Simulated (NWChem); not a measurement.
# SnH3 (SMILES [SnH3]): name the method

The species is SnH3 (4 atoms), meant as a doublet with charge 0. As SMILES, `[SnH3]`. The coordinates come from a PBE0-D4/def2-TZVP relaxation.

```xyz
4

Sn    0.2802   -0.2116   -0.2717
H     1.0552    0.0110    1.2417
H    -1.1250   -1.1722   -0.0640
H    -0.1549    1.3125   -0.9263
```

Orbital energies are those of the mean-field step.

A calculation with NWChem 7.3.0 gave:

```yaml
total_energy: -215.0481 Eh
dipole_moment: 0.39 D
HOMO_energy: -8.62 eV
LUMO_energy: 0.34 eV
⟨S²⟩: 0.754
largest_force: 0.057 eV/Å
```

Problem. Which of these levels gave the numbers?
A. HF/def2-TZVP (core potential)
B. PBE0/def2-SVP (core potential)
C. HF/def2-SVP (core potential)
D. CCSD(T)/def2-SVP (core potential)

Solution. A. The others give -215.0386 Eh (HF/def2-SVP (core potential)), -215.1755 Eh (CCSD(T)/def2-SVP (core potential)), -216.0320 Eh (PBE0/def2-SVP (core potential)).
